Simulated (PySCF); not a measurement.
TDDFT excited states: C2H6OSSi

C₂H₆OSSi.
SMILES: `CC(=O)[SiH2]S`

Computed, not measured: TDDFT CAM-B3LYP/def2-SVPD, vertical, gas phase, core orbitals frozen in the response in PySCF 2.14.0, density-fitted response routines. Isolated species at its GFN2-xTB geometry (one conformer only). GFN2-xTB frequencies show an imaginary mode (26i cm⁻¹), so this geometry is no minimum at that level. Torsions of this conformer, `[CH3:1][C:2](=[O:3])[SiH2:4][SH:5]`: C1–C2–Si4–S5 -110°, H–S5–Si4–C2 -37°.

```csv
state,E (eV),ν̃ (cm⁻¹),f,|μ| (D),"main configurations (H = HOMO, L = LUMO)"
S1,3.50,28250,0.0027,0.45,"H→L (79%), H-1→L (14%)"
S2,5.43,43770,0.012,0.77,"H-1→L (75%), H→L (16%)"
S3,6.13,49430,0.0063,0.52,"H→L+1 (54%), H-1→L+1 (15%), H→L+2 (9%)"
S4,6.43,51890,0.0023,0.30,"H→L+2 (56%), H→L+1 (22%)"
S5,6.62,53410,0.0012,0.22,"H→L+3 (49%), H→L+2 (16%)"
S6,6.99,56400,0.090,1.85,"H-1→L+1 (45%), H→L+3 (22%)"
S7,7.08,57130,0.031,1.07,"H-1→L+2 (36%), H→L+4 (24%), H-1→L+1 (14%)"
S8,7.25,58500,0.092,1.83,"H-2→L (40%), H-1→L+3 (25%)"
```

Triplets (Tamm–Dancoff): T1 2.88 eV, H→L (76%), H-1→L (15%); T2 5.17 eV, H-1→L (68%), H→L (17%); T3 5.69 eV, H-4→L (30%), H-2→L (20%), H-3→L (12%).

The lowest singlet comes at 354 nm (338 kJ/mol) in the ultraviolet; it is very weak; its leading configuration is HOMO→LUMO (79%). The largest oscillator strength of a single state is 0.092. Löwdin shares by element: HOMO oxygen 35%, sulfur 24%, carbon 15% or more, silicon 12%; LUMO carbon 33% or more, oxygen 26%, silicon 15%, sulfur 9% (atoms not listed hold the other 17%). The listed states span 3.75 eV, and the widest gap between neighbours is 1.92 eV (S1 to S2). Orbital energies (eV): HOMO-3 -11.92, HOMO-2 -10.77, HOMO-1 -9.13, HOMO -8.39, LUMO -0.42, LUMO+1 0.92, LUMO+2 0.95. Weighted by f, the mean energy of these states is 6.96 eV. No computed singlet lies in the visible range (380 to 750 nm); the lowest, at 354 nm, stands 0.24 eV above its violet end (3.26 eV); a Tamm–Dancoff triplet lies at 431 nm, without intensity as long as spin–orbit coupling is left out. Singlets were solved by full linear response, triplets in the Tamm–Dancoff approximation.
